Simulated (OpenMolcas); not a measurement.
**Computed transition rates of Co+**

```yaml
Program: OpenMolcas
Method: "MS-CASPT2, IPEA 0.25 Eh, imaginary shift 0.1 Eh (closed shells correlated: 3s 3p)"
Basis: ANO-R3 [8s5p5d3f2g1h]
Scalar_Hamiltonian: X2C, finite nucleus
Active_space: 8 electrons in 6 orbitals (3d 4s)
State_averaging: 2S+1 = 3 even, 55 roots; 2S+1 = 5 even, 10 roots kept (CI in the orbitals of an earlier block); 2S+1 = 1 even, 33 roots kept (CI in the orbitals of an earlier block)
Spin-orbit_coupling: state interaction with AMFI integrals over the reference wave functions, term energies averaged over their components
```

Rates come from the transition moments of the reference wave functions (E1 and E2 in the length form). At fixed line strength A goes as λ^-3 for E1 and M1 and as λ^-5 for E2, so a rate at the computed wavelength can be rescaled to the measured one. Measured vacuum wavelengths follow from level energies in NIST Handbook of Basic Atomic Spectroscopic Data. Branching counts decays inside the model space alone, at computed energies, and the table is only a selection of the M1 lines, drawn from those between levels with measured partners whose computed energy lies within a factor of 1.5 of the measured one.

| Upper | Lower | Type | λ computed (nm) | λ measured (nm) | A computed (s-1) | A rescaled (s-1) | Branching % |
| --- | --- | --- | --- | --- | --- | --- | --- |
| 3d8 3F3 | 3d8 3F4 | M1 | 9691 | 10520 | 2.87e-02 | 2.24e-02 | 100.0 |
| 3d8 3F2 | 3d8 3F3 | M1 | 14380 | 15460 | 1.20e-02 | 9.66e-03 | 100.0 |
| 3d7 4s 5F4 | 3d7 4s 5F5 | M1 | 15400 | 14740 | 1.08e-02 | 1.23e-02 | 100.0 |
| 3d7 4s 5F3 | 3d7 4s 5F4 | M1 | 19400 | 18800 | 9.91e-03 | 1.09e-02 | 100.0 |
| 3d7 4s 5F2 | 3d7 4s 5F3 | M1 | 26280 | 25690 | 5.36e-03 | 5.74e-03 | 100.0 |
| 3d7 4s 5F1 | 3d7 4s 5F2 | M1 | 40010 | 39270 | 1.69e-03 | 1.79e-03 | 99.9 |

The largest correction is for 3d8 3F3 → 3d8 3F4 (M1): 2.87e-02 × (9691 / 10520)^3 = 2.24e-02 s-1, a factor of 0.78.

The computed rate and branching of 3d8 3F3 → 3d8 3F4 give the upper level a radiative lifetime of 1.000 / 2.87e-02 s-1 = 3.48e+01 s, counting decays inside the model space alone. The rescaled rate gives about 4.5e+01 s.

The computed order of these levels differs from the measured one in 2 places, and where term gaps are wrong the rates of spin-changing lines can be off by large factors.

These are rates of the free ion; in crystals, glasses and complexes forced electric-dipole and non-radiative decay shorten such lifetimes by orders of magnitude. No measured rate stands beside these. Rescaling mends the energy factor alone: line strengths can still be far off where a level mixes with configurations outside the active space, and weak or spin-changing lines hang on small mixing coefficients that depend on the term gaps too, so rescaling need not improve them.

CASPT2 breaks the degeneracy within a term, and the mean is taken; among the terms shown or strongly mixed into the levels shown the widest spread is 3100 cm-1 (3d8 3F). Over all roots computed the reference weight is 0.86 to 0.92; the roots of lowest weight are the least certain, and an intruder state may touch them. Terms from blocks run as CI alone lack orbitals of their own. A single d shell beside an s shell can misplace configurations of different d count against each other. The CASPT2 spread within a term exceeds the gap to the next term for 3d8 3F and 3d7 4s 5F, so the order of their levels is uncertain, and so are names and mixing where such terms share a J. Computed and measured levels are paired by configuration, term and J; levels that our copy of the source lacks, or whose pairing is in doubt (as where it misses far off the trend of its configuration), stay unpaired. Levels of configurations outside the active space are missing.
